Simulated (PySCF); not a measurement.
# Reading the logs of faulty runs: GeH3N

All numbers below are calculated, not measured. They come from PySCF 2.14.0, an open-source quantum chemistry program, on an isolated molecule that a program drew, which may never have been made. The molecule is GeH3N (charge 0, singlet), drawn as the SMILES string `[NH2][GeH]`.

Each row is a Hartree-Fock (HF) and frozen-core CCSD(T) single point in the cc-pVDZ basis, meant for a local HF minimum. Run 1 is clean. Each other run has one planted mistake out of seven kinds, and not every kind appears here: one electron removed, one electron added, multiplicity raised by two, geometry at a saddle point, minimal basis STO-3G, one bond length entered in bohr, all coordinates scaled. The reference is restricted for singlets and unrestricted otherwise, and also for a bond in bohr. Adding or removing an electron swaps singlet and doublet. Electrons count all cores. HOMO and LUMO are orbital energies over both spins, the gradient is its largest component, and the lowest frequency (negative if imaginary) is given only where the gradient is small. Bond lengths are over the 4 bonds as drawn. T1 is the CCSD diagnostic: over 0.02 (restricted) or 0.045 (unrestricted) a single reference is doubtful. Germanium has the cc-pVDZ-PP basis, with a core potential (ECP10MDF) in place of its 10 inner electrons, and its 3s, 3p and 3d shells are frozen in CCSD(T).

Geometry of the clean run:
```xyz
5
GeH3N, angstrom
N     0.2870   -0.4006   -1.2527
Ge    2.0396   -0.8374   -1.3842
H    -0.1958   -0.3974   -0.3740
H    -0.3141   -0.1390   -2.0110
H     2.0970   -0.6332   -2.9605
```

| run | electrons | basis functions | <S^2> | HOMO (eV) | LUMO (eV) | gradient (hartree/bohr) | lowest frequency (cm^-1) | mean bond (Å) | longest bond (Å) | T1 | HF (hartree) | CCSD(T) (hartree) | mistake |
|---|---|---|---|---|---|---|---|---|---|---|---|---|---|
| 1 | 42 | 52 | 0.000 | -8.91 | 1.58 | 3.5e-05 | 472 | 1.3516 | 1.811 | 0.0199 | -349.56680 | -349.86051 | no fault |
| 2 | 42 | 52 | 0.000 | -8.69 | 1.84 | 5.8e-02 | - | 1.2800 | 1.715 | 0.0166 | -349.55349 | -349.84084 | all coordinates scaled |
| 3 | 41 | 52 | 0.786 | -17.09 | -7.27 | 5.7e-02 | - | 1.3516 | 1.811 | 0.0273 | -349.27025 | -349.54177 | ? |
| 4 | 42 | 52 | 2.009 | -6.67 | -0.13 | 3.9e-02 | - | 1.3516 | 1.811 | 0.0176 | -349.49087 | -349.76096 | ? |

**Which mistake was planted in run 3, and what did it cost?**

It counts 41 electrons, one fewer than the clean run, at the same geometry and basis. So the mistake is: one electron removed. Subtracting run 1 and multiplying by 627.51 kcal/mol a hartree, the energy moved by 186.1 kcal/mol in HF and 200.0 kcal/mol in CCSD(T).

**Which mistake was planted in run 4, and what did it cost?**

Electrons, basis and geometry are unchanged, and <S^2> is 2.009, beside S(S+1) = 2.00 for a multiplicity of 3. So the mistake is: multiplicity raised by two. Subtracting run 1 and multiplying by 627.51 kcal/mol a hartree, the energy moved by 47.6 kcal/mol in HF and 62.5 kcal/mol in CCSD(T).

